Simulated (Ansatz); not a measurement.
**One arrangement of a pair**

The pair of K⁺ (SMILES [K+], atom 1) and AlF₃ (SMILES F[Al](F)F, atoms 2–5), both closed shells, in one local arrangement (a lower one may exist), relaxed at PBE0-D4/def2-TZVP:

```
5
angstrom
K -0.1469 0.4125 -3.3299
F 0.1033 -1.6425 1.4136
Al 0.0397 -0.1114 0.8988
F 0.0376 1.2477 1.7742
F -0.0335 0.0937 -0.7567
```

Computed with Ansatz 0.2.0 (basis: def2-TZVPPD, with def2-QZVPPD for the basis limit); correlated methods freeze the cores. The outer core shell of Li, Na, Mg and K is correlated. The def2 sets are not built for correlating such inner shells, so the correlated values are less sure here. B3LYP uses VWN-RPA correlation. Extrapolation: Hartree–Fock as exp(−7.88 √X), correlation as X^−2.97. Interaction energies count from these two fragments, frozen as in the pair, with the counterpoise correction; negative means bound.

Task: What is the interaction energy by CCSD(T) at an estimated basis limit (MP2 extrapolated from triple and quadruple zeta, plus CCSD(T) − MP2 in triple zeta)? (Judge from chemistry; the value comes from the calculation.)

Result: The calculation gives: -12.88 kcal/mol. Hartree–Fock alone gives -12.27 kcal/mol at the basis limit. It counts from the two fragments frozen as in the pair.

The same quantity by other methods in triple zeta, and each one's difference from that estimate:
```
   method  E_int (kcal/mol)  difference
   PBE-D4            -12.45        0.42
revPBE-D4            -11.64        1.24
  BLYP-D4            -12.51        0.37
r2SCAN-D4            -12.52        0.35
   B97M-V            -12.67        0.21
  PBE0-D4            -12.73        0.14
 B3LYP-D4            -13.00       -0.12
 HSE06-D4            -12.75        0.12
  wB97X-V            -12.57        0.31
  wB97M-V            -12.56        0.31
   B2PLYP            -12.32        0.55
       HF            -12.14        0.73
      MP2            -12.22        0.65
     CCSD            -12.32        0.56
  CCSD(T)            -12.28        0.60
```
Differences are method less estimate.

Task: Which atoms make the shortest contact between the fragments?

Result: K1 and F5, 2.60 Å apart.

Energy to bend the free fragments (PBE0-D4 minima) into their shapes in the pair, CCSD(T)/def2-TZVPPD: AlF₃ 1.48 kcal/mol. This must be added to the interaction energy to get the binding energy from relaxed fragments.

Basis-set superposition shift (counterpoise-corrected less uncorrected): CCSD(T) 1.06; MP2 0.97; HF 0.13; PBE0-D4 0.22; wB97M-V 0.19 kcal/mol.

No T1 diagnostic of these runs exceeds 0.014.

For scale, one of the runs: CCSD(T)/def2-TZVPPD, 204 basis functions, launched by `ansatz run in.yaml --threads 4 --pin off --events-out ev --progress --plain --max-ram 9574MiB`. The run took 73 s on 4 CPU threads of an Arm Neoverse V1 (shared host), with 2.8 GiB of host memory at its peak.
